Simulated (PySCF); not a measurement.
How methods differ on the ionisation energy of Gd³³⁺

Gd³³⁺ [Ar] 3d10 4s2 4p1 [4p1/2^1, M_J = 1/2] → Gd³⁴⁺ [Ar] 3d10 4s2, as a difference of total energies. Calculation: PySCF 2.14, in an even-tempered Gaussian basis (17 s from 3.3 bohr⁻², ratio 2.8; 13 p from 4.3 bohr⁻², ratio 2.8; 8 d from 7.6 bohr⁻², ratio 2.8; 4 f from 19 bohr⁻², ratio 3); the two-component X2C-1e Hamiltonian. Correlated levels: [Ne] frozen; the 74 highest virtual spinors dropped. "Screened" scales the spin-orbit matrix elements by Boettger's factors to mimic the two-electron term; Breit and QED terms are absent.

| method | ionisation energy (eV) |
| --- | --- |
| GHF (spin-free) | 1332.8 |
| GMP2 (spin-free) | 1333.6 |
| GHF (screened spin-orbit) | 1364.4 |
| GMP2 (screened spin-orbit) | 1365.2 |

Breit and QED terms and the two-electron picture change are absent.

The spin-free rows lack the spin-orbit shift.

For comparison: 1368 ± 5 eV (theoretical estimate listed by NIST; NIST Atomic Spectra Database, ionization energies).
